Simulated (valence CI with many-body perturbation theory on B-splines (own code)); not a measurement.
## Cd⁸⁺: input, log and results

Calculated by valence CI with perturbative core correlation (CI+MBPT): four valence electrons over a frozen Dirac-Fock core [Kr], a basis of 9 s, 9 p, 10 d, 8 f, 5 g, 3 h, 1 i functions for each j, with the one-electron correlation potential Σ1 (screened to all orders), the two-electron term Σ2, the three-electron term Σ3, Breit, model QED; selected single and double excitations, second order for the rest, scaled by the run's own slope (own B-spline code, finite nucleus).

Command, and the settings that its task file holds:

```sh
python run_cv.py task.json out
```

```
atom Cd  Z=48  mass_number=114  rms_radius_fm=4.6087
core [Kr]
valence 4d4
avg = 1
basis = L
breit = 1
cap = 40000
capref = 1200
cscale = 1
de = 0.0
dress = 0
eps = 2e-08
extrap = 1
h = 0.27
hh = 1
l2 = 3
lcore = 6
maxit = 60
n2 = 5
natural = 1
nlev = 60
nno = [6, 6, 7, 6, 4, 3, 1]
nroot = 26
nsp = [3, 3, 3, 2, 1, 0, 0]
pt2 = 1
qed = 1
rpa = 1
s1 = 1
s2 = 1
s3 = 1
screen = 1
tol = 2e-05
whole = 1
```

Roughly how long does this run take on one core of Intel(R) Xeon(R) Processor @ 2.30GHz, and how much memory?

4.7 min on 1 thread of Intel(R) Xeon(R) Processor @ 2.30GHz (shared host), peak memory 1.4 GiB.

Log. The first blocks belong to the next ion, which gives the ionisation energy. Fields: 2J, parity (1 odd), roots, reference size, generating configurations, candidates as configurations/state functions, variational space P, stored matrix elements, Davidson steps; e2 is the range of second-order energies in hartree. The first line gives the box (bohr), its intervals, the orbitals and the steps of their self-consistent field. Window is the range of levels sought, series limit the energy at which the first omitted orbital would enter, core excitation an estimate of the first excitation out of the core, left out the lowest levels not solved, and shifts from estimates the range by which levels moved from their first estimate, all in cm⁻¹.

```
rmax 12.7 intervals 63 orbitals 81 references ['4d4', '4d3 5s', '4d3 5p', '4d3 4f'] scf 7 t 2.1
2J=3 par=0 roots 2 ref 28 generators 6 cand 1434/3977 P 1451/4005 nnz 4.3e+06 it 5
2J=3 par=0 roots 2 ref 28 generators 13 cand 967/2524 P 2418/6529 nnz 9.2e+06 it 5
   second order: generators 34 cand 18950/46119 e2 -0.00004 -0.00002
2J=5 par=0 roots 2 ref 30 generators 5 cand 1122/3945 P 1138/3975 nnz 4.4e+06 it 5
2J=5 par=0 roots 2 ref 30 generators 14 cand 878/2844 P 2016/6819 nnz 1e+07 it 5
   second order: generators 33 cand 20628/60167 e2 -0.00004 -0.00003
2J=7 par=0 roots 2 ref 22 generators 3 cand 1196/3956 P 1208/3978 nnz 4.4e+06 it 5
2J=7 par=0 roots 2 ref 22 generators 12 cand 1343/4145 P 2551/8123 nnz 1.6e+07 it 5
   second order: generators 28 cand 19982/63973 e2 -0.00005 -0.00002
reference levels 713, estimated 216, window 364158 1/cm; series limit 938633, core excitation 455198
2J=0 par=0 roots 7 ref 21 generators 18 cand 2983/5474 P 4237/7989 nnz 8.3e+06 it 7
2J=0 par=0 roots 7 ref 21 generators 39 cand 4555/11221 P 8792/19210 nnz 2.5e+07 it 9
   second order: generators 110 cand 100814/248642 e2 -0.00025 -0.00003
2J=2 par=0 roots 9 ref 44 generators 16 cand 1082/5435 P 1653/7952 nnz 9.9e+06 it 8
2J=2 par=0 roots 9 ref 44 generators 45 cand 4895/23855 P 6548/31807 nnz 1.1e+08 it 8
   second order: generators 111 cand 110581/724840 e2 -0.00029 -0.00008
2J=4 par=0 roots 13 ref 64 generators 15 cand 685/5406 P 1111/7948 nnz 1.2e+07 it 11
2J=4 par=0 roots 13 ref 64 generators 47 cand 3073/21041 P 4184/28989 nnz 1.2e+08 it 10
   second order: generators 110 cand 107199/1013373 e2 -0.00100 -0.00021
2J=6 par=0 roots 11 ref 58 generators 10 cand 645/5454 P 1053/7978 nnz 1.2e+07 it 8
2J=6 par=0 roots 11 ref 58 generators 41 cand 2715/20977 P 3768/28955 nnz 1.2e+08 it 10
   second order: generators 96 cand 111791/1257677 e2 -0.00124 -0.00035
2J=8 par=0 roots 12 ref 50 generators 15 cand 712/5533 P 1108/7995 nnz 1.2e+07 it 9
2J=8 par=0 roots 12 ref 50 generators 46 cand 2742/20836 P 3850/28831 nnz 1.2e+08 it 10
   second order: generators 108 cand 112479/1306514 e2 -0.00124 -0.00037
2J=10 par=0 roots 5 ref 29 generators 8 cand 844/5437 P 1394/7946 nnz 1.1e+07 it 7
2J=10 par=0 roots 5 ref 29 generators 34 cand 3216/22352 P 4610/30298 nnz 1.3e+08 it 8
   second order: generators 83 cand 94824/1063045 e2 -0.00051 -0.00028
2J=12 par=0 roots 3 ref 15 generators 5 cand 1068/5461 P 1687/7874 nnz 1.1e+07 it 5
2J=12 par=0 roots 3 ref 15 generators 19 cand 3526/21737 P 5213/29611 nnz 1.2e+08 it 7
   second order: generators 56 cand 85226/870603 e2 -0.00031 -0.00018
left out: unestimated 509927, estimated 389221, shifts from estimates -92 to 185
operators 4.7
```

The Davidson iterations converged.

No measured levels were compared; by estimate terms of the open shell hold to 2 to 4 % of their energy, and close levels can change places; different configurations can be misplaced against each other by 1,000 to 8,000 cm⁻¹. Core correlation moves these levels by up to 20000 cm⁻¹, and in measured spectra 5 to 20 % of such shifts remained as error; rates that hang on mixing are uncertain with them. The list stops below the first excitations out of the core. Only levels of the ground parity were solved; by the run's estimate the other parity begins above the list, which can be wrong where configurations are misplaced.

| Quantity | Value |
| --- | --- |
| Valence energy | -27.21832 hartree |
| Ionisation energy | 151.31 eV (NIST: 150 ± 2.2 eV (theoretical)) |
| Reference configurations for the orbitals | 4d4, 4d3 5s, 4d3 5p, 4d3 4f |
| Radial orbitals | 81 |
| Box radius | 12.73 bohr |
| Largest variational space | 31807 |
| Lowest levels | 4d⁴ ⁵D_0 0.0, 4d⁴ ⁵D_1 1755, 4d⁴ ⁵D_2 4093, 4d⁴ ⁵D_3 6584, 4d⁴ ⁵D_4 9093, 4d⁴ ³P_0 [a] 23290, 4d⁴ ³H_4 24290, 4d⁴ ³H_5 27832, 4d⁴ ³G_3 28980, 4d⁴ ³P_1 [a] 29437, 4d⁴ ³H_6 30010, 4d⁴ ³F_2 [a] 30522, 4d⁴ ³F_4 [a] 32279, 4d⁴ ³G_4 35633 cm⁻¹ |

Names give the largest LS component (configuration and term), which can be under half, so a name can repeat, a term be missing and a line seem to break the LS rules; names also repeat where a configuration has a term twice. Letters in brackets count levels of one name in rising energy.
